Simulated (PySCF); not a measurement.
Ranking problems on computed properties.

All species are isolated and taken at one optimised geometry, non-relativistic unless stated; the electronic structure was computed with PySCF and density fitting.

The conformers computed, where there is a choice (atom-mapped SMILES and torsion angles):
- `[CH3:1][S:2](=[O:3])(=[O:4])[CH2:5][S+:6][CH2:7][F:8]`: C1–S2–C5–S6 -167°, S2–C5–S6–C7 77°, C5–S6–C7–F8 35°
- `[CH2:1][C:2]#[C:3][C:4](=[O:5])[C:6]([F:7])([F:8])[F:9]`: C3–C4–C6–F7 59°
- `[CH3:1][O:2][C:3](=[O:4])[C:5]1=[CH:6][CH:7][C:8]1=[O:9]`: C1–O2–C3–O4 0°, O2–C3–C5–C6 180°
- `[CH2:1]=[C:2]/[CH:3]=[N:4]/[C:5](=[CH2:6])[F:7]`: C3–N4–C5–C6 180°
- `[CH2:1]=[CH:2][C:3]([F:4])[CH2:5][C:6]#[N:7]`: C1–C2–C3–F4 179°, C2–C3–C5–C6 67°
- `[H]/[N:6]=[C:5](\[CH:4]=[CH:3]/[O:2][CH2:1])[CH2:7][CH2:8][F:9]`: C1–O2–C3–C4 180°, C3–C4–C5–N6 180°, C4–C5–C7–C8 180°, C5–C7–C8–F9 180°

(1) Rank by isotropic g value, lowest first (unrestricted B3LYP/pcH-1, mean-field spin–orbit at GFN2-xTB geometries).
A. `O=C1C(=C[CH]1)C(OC)=O` [radical]
B. `C[C@@H]1CC[C]1Cl` [radical]
C. `FC(F)(F)C(C#C[CH2])=O` [radical]
D. `C=C[C](F)CC#N` [radical]
E. `C=[C]/C=N/C(=C)F` [radical]
F. `CS(=O)(=O)C[S+]CF` [radical]

(2) By how much do the two ends of that ranking differ?

(3) Rank by smallest rotational constant, highest first (GFN2-xTB).
A. `[CH2]C#CC(=O)C(F)(F)F` [radical]
B. `C[C@@H]1CC[C]1Cl` [radical]
C. `C=C[C](F)CC#N` [radical]
D. `C=[C]/C=N/C(=C)F` [radical]
E. `FCCC(/C=C\O[CH2])=N/[H]` [radical]

(4) Give the two extremes of that set in cm⁻¹.

Results:

(1) E (2.00303), D (2.00333), A (2.00368), C (2.00395), B (2.00566), F (2.01626).

(2) By 0.01323, between `CS(=O)(=O)C[S+]CF` [charge +1 and doublet state] and `C=[C]/C=N/C(=C)F` [doublet state].

(3) B (1.681 GHz), C (1.526 GHz), D (1.114 GHz), A (0.891 GHz), E (0.675 GHz).

(4) `[H]/N=C(\C=C/O[CH2])CCF` [doublet state]: 0.0225 cm⁻¹; `C[C@@H]1CC[C]1Cl` [doublet state]: 0.0561 cm⁻¹.
